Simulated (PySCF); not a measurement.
Spectrum to structure. Method: TDDFT PBE0/def2-SVPD, vertical, gas phase, core orbitals frozen in the response (PySCF 2.14.0, density-fitted response routines). Geometries: GFN2-xTB, one conformer each.

```tsv
state	E (eV)	λ (nm)	f
S1	6.52	190.2	0.0011
S2	6.77	183.1	0.036
S3	6.86	180.6	0.0001
S4	6.95	178.4	0.0023
S5	7.27	170.4	0.013
S6	7.30	169.8	0.023
S7	7.66	161.8	0.027
S8	7.81	158.7	0.026
```

Problem. Which structure fits?
A. `C=CC[Si@H](N)[SiH3]`
B. `C(C#C)[SiH2]C`
C. `CN1[SiH2]CC[SiH2]1`

Solution. B. Its S1, at 6.52 eV, is the highest among the candidates; the nearest of the others has S1 at 5.67 eV. S1 is HOMO→LUMO+2 (32%), HOMO→LUMO+3 (30%), HOMO→LUMO (16%). Löwdin shares by element: HOMO carbon 82% or more, silicon 8%; LUMO carbon 31% or more, silicon 26% (atoms not listed hold the other 43%). At the same level the other candidates give, for their lowest levels:
- `CN1[SiH2]CC[SiH2]1`: 5.64 eV (f 0.000); 5.93 eV (f 0.011); 6.30 eV (f 0.003); 6.73 eV (f 0.035); 7.14 eV (f 0.003); T1 5.43 eV; HOMO -6.64, LUMO 0.33 eV
- `C=CC[Si@H](N)[SiH3]`: 5.67 eV (f 0.010); 5.96 eV (f 0.059); 6.11 eV (f 0.008); 6.28 eV (f 0.022); 6.46 eV (f 0.006); T1 4.27 eV; HOMO -7.03, LUMO -0.21 eV

Conformer computed: `[CH:1]#[C:2][CH2:3][SiH2:4][CH3:5]`: C2–C3–Si4–C5 59°.
Triplets come from the Tamm–Dancoff approximation.
